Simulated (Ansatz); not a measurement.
A made-up structure of NaBH$_{2}$Se, closed shell:

Na1  (-2.270, -0.293, 1.597)
B2  (-0.482, -0.147, -0.490)
Se3  (1.627, 0.280, -0.462)
H4  (-0.779, -0.341, -1.797)
H5  (1.903, 0.502, 1.152)
(Å)

It is relaxed with PBE-D4/def2-SVP and then PBE0-D4/def2-TZVP (Ansatz 0.2.0). Atoms count as bonded within 1.22 times the sum of their covalent radii (H–H: 0.88 Å). The end point is not checked to be a true minimum.

(1) Does its bonding change? (Judge from chemistry; the calculation decides.)

Results:

(1) The calculation gives: No: no bond forms or breaks.

Where it ends: The first stage lowers the energy by 0.73 eV in 5 steps. It ends as NaBH₂Se ([Na][BH][SeH]):
Na1  (-2.030, -0.262, 1.425)
B2  (-0.430, -0.131, -0.436)
Se3  (1.453, 0.250, -0.414)
H4  (-0.695, -0.305, -1.603)
H5  (1.703, 0.448, 1.027)
(Å)

Labels in which every atom is bracketed show which atoms are joined, not bond orders.

For scale, one of the runs: PBE0-D4/def2-TZVP relaxation, 123 basis functions, launched by `ansatz run in.yaml --threads 2 --pin off --events-out ev --progress --plain --max-ram 4352MiB`. The run took about 28 s on 2 CPU threads of an Arm Neoverse N1 (shared host).
